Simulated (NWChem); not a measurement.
System: C$_{3}$H$_{8}$Si; SMILES C=C[SiH2]C

The following NWChem deck was run.

```
start job
memory heap 200 mb stack 900 mb global 1100 mb
geometry units angstroms noautosym nocenter noautoz
  Si    -0.551310    -0.517161    -0.072438
  C      0.696745    -1.904590     0.167223
  C      0.291446     1.111334    -0.456376
  C      0.186539     2.205122     0.307748
  H     -1.473506    -0.883345    -1.196536
  H     -1.371941    -0.331300     1.166870
  H      1.377159    -1.678742     1.002545
  H      0.187109    -2.855873     0.385487
  H      1.304908    -2.046780    -0.739743
  H      0.913813     1.178089    -1.360105
  H      0.695758     3.143285     0.058367
  H     -0.417923     2.214787     1.222322
end
basis spherical
  Si library 6-311g**
  C library 6-311g**
  H library 6-311g**
end
dft
  xc b3lyp
  iterations 150
end
tddft
  cis
  ecut -63.0
  nroots 6
  notriplet
end
task tddft energy
```

Excerpt of the output:

```
             Northwest Computational Chemistry Package (NWChem) 7.3.0
             --------------------------------------------------------

                             Geometry "geometry" -> ""
                             -------------------------

 Output coordinates in angstroms (scale by  1.889725989 to convert to a.u.)

  No.       Tag          Charge          X              Y              Z
 ---- ---------------- ---------- -------------- -------------- --------------
    1 Si                  14.0000    -0.55131000    -0.51716100    -0.07243800
    2 C                    6.0000     0.69674500    -1.90459000     0.16722300
    3 C                    6.0000     0.29144600     1.11133400    -0.45637600
    4 C                    6.0000     0.18653900     2.20512200     0.30774800
    5 H                    1.0000    -1.47350600    -0.88334500    -1.19653600
    6 H                    1.0000    -1.37194100    -0.33130000     1.16687000
    7 H                    1.0000     1.37715900    -1.67874200     1.00254500
    8 H                    1.0000     0.18710900    -2.85587300     0.38548700
    9 H                    1.0000     1.30490800    -2.04678000    -0.73974300
   10 H                    1.0000     0.91381300     1.17808900    -1.36010500
   11 H                    1.0000     0.69575800     3.14328500     0.05836700
   12 H                    1.0000    -0.41792300     2.21478700     1.22232200

 Effective nuclear repulsion energy (a.u.)     153.9879806643

                                 NWChem DFT Module
                                 -----------------

 Summary of "ao basis" -> "ao basis" (spherical)
 ------------------------------------------------------------------------------
       Tag                 Description            Shells   Functions and Types
 ---------------- ------------------------------  ------  ---------------------
 Si                         6-311g**                12       26   6s5p1d
 C                          6-311g**                 8       18   4s3p1d
 H                          6-311g**                 4        6   3s1p

            General Information
            -------------------
          SCF calculation type: DFT
          Wavefunction type:  closed shell.
          No. of atoms     :    12
          No. of electrons :    40
           Alpha electrons :    20
            Beta electrons :    20
          Charge           :     0
          Spin multiplicity:     1
          Use of symmetry is: off; symmetry adaption is: off
          Maximum number of iterations: 150
          AO basis - number of functions:   128
                     number of shells:    68
          Convergence on energy requested:  1.00D-06
          Convergence on density requested:  1.00D-05
          Convergence on gradient requested:  5.00D-04

              XC Information
              --------------
                         B3LYP Method XC Potential
                     Hartree-Fock (Exact) Exchange  0.200
                        Slater Exchange Functional  0.800 local
                    Becke 1988 Exchange Functional  0.720 non-local
              Lee-Yang-Parr Correlation Functional  0.810
                  VWN I RPA Correlation Functional  0.190 local

             Grid Information
             ----------------
          Grid used for XC integration:  medium
          Radial quadrature: Mura-Knowles
          Angular quadrature: Lebedev.
          Tag              B.-S. Rad. Rad. Pts. Rad. Cut. Ang. Pts.
          ---              ---------- --------- --------- ---------
          Si                  1.10       88          11.0       590
          C                   0.70       49          13.0       434
          H                   0.35       45          14.0       434
          Grid pruning is: on
          Number of quadrature shells:   595
          Spatial weights used:  Erf1

      Superposition of Atomic Density Guess
      -------------------------------------

 Sum of atomic energies:        -405.84072828

      Non-variational initial energy
      ------------------------------

[...]

                                NWChem TDDFT Module
                                -------------------

            General Information
            -------------------
           No. of orbitals :     256
            Alpha orbitals :     128
             Beta orbitals :     128
        Alpha frozen cores :       0
         Beta frozen cores :       0
     Alpha frozen virtuals :       0
      Beta frozen virtuals :       0
         Spin multiplicity :       1
    Number of AO functions :     128
        Use of symmetry is : off
      Symmetry adaption is : off
         Schwarz screening :  0.10D-07

              XC Information
              --------------
                  B3LYP Method XC Potential
              Hartree-Fock (Exact) Exchange   0.20
                 Slater Exchange Functional   0.80 local
             Becke 1988 Exchange Functional   0.72 non-local
       Lee-Yang-Parr Correlation Functional   0.81
           VWN I RPA Correlation Functional   0.19 local

             TDDFT Information
             -----------------
          Calculation type : Tamm-Dancoff TDDFT
         Wavefunction type : Restricted singlets
          No. of electrons :      40
           Alpha electrons :      20
            Beta electrons :      20
              No. of roots :       6
          Max subspacesize :    5200
            Max iterations :     100
               Target root :       1
           Target symmetry : none
             Energy Cutoff :-0.63D+02
      Symmetry restriction : off
                 Algorithm : Optimal
        Davidson threshold :  0.10D-03

    6 smallest eigenvalue differences (eV)
--------------------------------------------------------
  No. Spin  Occ  Vir  Irrep   E(Occ)    E(Vir)   E(Diff)
--------------------------------------------------------
    1    1    1   21 a       -66.089    -0.017  1797.886
    2    1    1   22 a       -66.089     0.042  1799.498
    3    1    1   23 a       -66.089     0.044  1799.572
    4    1    1   24 a       -66.089     0.065  1800.138
    5    1    1   25 a       -66.089     0.075  1800.402
    6    1    1   26 a       -66.089     0.084  1800.659
--------------------------------------------------------

  Entering Davidson iterations
  Restricted singlet excited states

  Iter   NTrls   NConv    DeltaV     DeltaE      Time
  ----  ------  ------  ---------  ---------  ---------
    1      6       0     0.80E-01   0.10+100       14.6
    2     12       0     0.26E-01   0.57E-02       14.8
    3     18       0     0.92E-02   0.10E-02       14.5
    4     24       1     0.86E-03   0.41E-04       14.5
    5     29       6     0.46E-04   0.38E-06       13.8
  ----  ------  ------  ---------  ---------  ---------
  Convergence criterion met

  Ground state a        -408.675362780280 a.u.

  ----------------------------------------------------------------------------
  Root   1 singlet a             66.021961718 a.u.             1796.5498 eV
  ----------------------------------------------------------------------------
     Transition Moments    X -0.00254   Y  0.00132   Z -0.00162
     Dipole Oscillator Strength                    0.0004778881
     Electric Quadrupole                           0.0000351324
     Magnetic Dipole                               0.0000492407
     Total Oscillator Strength                     0.0005622612

     Occ.    1  a   ---  Virt.   21  a        0.99538
  ----------------------------------------------------------------------------
  Root   2 singlet a             66.073837883 a.u.             1797.9614 eV
  ----------------------------------------------------------------------------
     Transition Moments    X  0.00251   Y  0.00569   Z  0.00015
     Dipole Oscillator Strength                    0.0017036584
     Electric Quadrupole                           0.0001632168
     Magnetic Dipole                               0.0000315564
     Total Oscillator Strength                     0.0018984316

     Occ.    1  a   ---  Virt.   22  a        0.73862
     Occ.    1  a   ---  Virt.   23  a       -0.60220
     Occ.    1  a   ---  Virt.   24  a        0.22100
     Occ.    1  a   ---  Virt.   27  a        0.13499
     Occ.    1  a   ---  Virt.   28  a        0.09642
     Occ.    1  a   ---  Virt.   34  a        0.07025
  ----------------------------------------------------------------------------
  Root   3 singlet a             66.078970847 a.u.             1798.1010 eV
  ----------------------------------------------------------------------------
     Transition Moments    X -0.00516   Y  0.00080   Z  0.00342
     Dipole Oscillator Strength                    0.0017153445
     Electric Quadrupole                           0.0001297071
     Magnetic Dipole                               0.0001602930
     Total Oscillator Strength                     0.0020053446

     Occ.    1  a   ---  Virt.   22  a        0.61192
     Occ.    1  a   ---  Virt.   23  a        0.63595
     Occ.    1  a   ---  Virt.   24  a       -0.40726
     Occ.    1  a   ---  Virt.   25  a        0.09878
     Occ.    1  a   ---  Virt.   26  a        0.05668
     Occ.    1  a   ---  Virt.   27  a        0.16649
     Occ.    1  a   ---  Virt.   33  a       -0.06407
  ----------------------------------------------------------------------------
  Root   4 singlet a             66.099448248 a.u.             1798.6583 eV
  ----------------------------------------------------------------------------
     Transition Moments    X  0.00023   Y -0.00019   Z -0.00723
     Dipole Oscillator Strength                    0.0023100886
     Electric Quadrupole                           0.0001692989
     Magnetic Dipole                               0.0002696652
     Total Oscillator Strength                     0.0027490528

[...]
```

Level: B3LYP/6-311G** (spherical d), restricted-window TDA. All runs use the structure optimised with PBE0/def2-SVP. The quadrupole and magnetic terms of the printed total strengths depend on the origin.
